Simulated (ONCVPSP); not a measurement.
## Scattering properties, ONCV potential for strontium (Sr)

* Element: strontium (Sr)
* Generator: ONCVPSP 4.0.1
* Type: optimised norm-conserving Vanderbilt (ONCV)
* Functional: LDA (Perdew-Zunger)
* Relativity: scalar-relativistic
* Frozen core: [Kr]
* Valence charge: 2
* Reference configuration: 5s1 (charge +1)
* Partial waves: 5s: rc 3.05 bohr, ncon 4, nbas 7, qcut 2.6 1/bohr, 2 projectors, debl 3.4 Ha; p scattering state at 0.44 Ha: rc 2.75 bohr, ncon 4, nbas 7, qcut 2.8 1/bohr, 2 projectors, debl 0.5 Ha; d scattering state at 0.4 Ha: rc 2.85 bohr, ncon 3, nbas 7, qcut 2.9 1/bohr, 2 projectors, debl 2.4 Ha
* Local potential: polynomial inside 2.50 bohr (lpopt 5, dvloc0 2 Ha)
* Core correction: Teter function, fcfact 5.75, rcfact 1.15

In the d channel the program set the typed energies aside and used -0.257, 2.143 Ha.

The phase is arctan(r·R′/R) of the radial function R(r), unwrapped; energies in Ha, scanned from -2 to 5 Ha. A pole is an energy at which the radial function vanishes at the test radius. The pseudo phase is shifted by a multiple of π to meet the all-electron one at the reference energy, and phase errors are pseudo minus all-electron; the curves can meet again beyond the range given. Levels narrower than the energy grid can be missing from the lists of poles.

For each channel, where are the poles, and over which energies does the pseudopotential scatter like the atom?

```tsv
channel	radius (bohr)	reference energy (Ha)	poles, all-electron	poles, pseudo	unbroken range about the reference energy with phases within 0.05 rad	phase error 1 Ha above the reference energy (rad)
s	3.10	-0.32	-1.72, 0.76, 4.16	0.65, 2.94, 4.34	-1.5 to 1.1	-0.029
p	2.79	0.44	-0.97, 1.89	-0.72, 1.91	-0.4 to 3.0	+0.001
d	2.89	-0.26	0.12, 2.64	0.13, 2.66	below 0.7	+0.064
```

Note: ghosts flagged at negative energy: p at -21.9 eV; GHOST(+) flagged for s at 80.5 eV. A true bound ghost makes a file unfit for plane-wave use.

Phases in the s channel:

```csv
E (Ha),all-electron,pseudo
-1.98,1.294,-1.805
-1.80,1.040,-1.824
-1.62,-1.765,-1.848
-1.44,-1.838,-1.880
-1.26,-1.893,-1.924
-1.08,-1.961,-1.987
-0.90,-2.066,-2.089
-0.72,-2.255,-2.276
-0.54,-2.665,-2.680
-0.36,-3.458,-3.459
-0.18,-4.086,-4.090
0.00,-4.368,-4.379
0.18,-4.510,-4.525
0.36,-4.596,-4.615
0.54,-4.655,-4.680
0.72,-4.702,-4.732
0.90,-4.744,-4.782
1.08,-4.784,-4.835
1.26,-4.828,-4.900
1.44,-4.883,-4.994
1.62,-4.962,-5.162
1.80,-5.103,-5.555
1.98,-5.436,-6.484
2.16,-6.377,-7.191
2.34,-7.208,-7.458
2.52,-7.490,-7.582
2.70,-7.613,-7.655
2.88,-7.682,-7.707
3.06,-7.726,-10.868
3.24,-7.759,-10.898
3.42,-7.784,-10.920
3.60,-7.804,-10.938
3.78,-7.822,-10.954
3.96,-7.838,-10.968
4.14,-7.852,-10.981
4.32,-7.867,-10.994
4.50,-7.881,-11.007
4.68,-7.896,-11.021
4.86,-7.913,-11.036
```
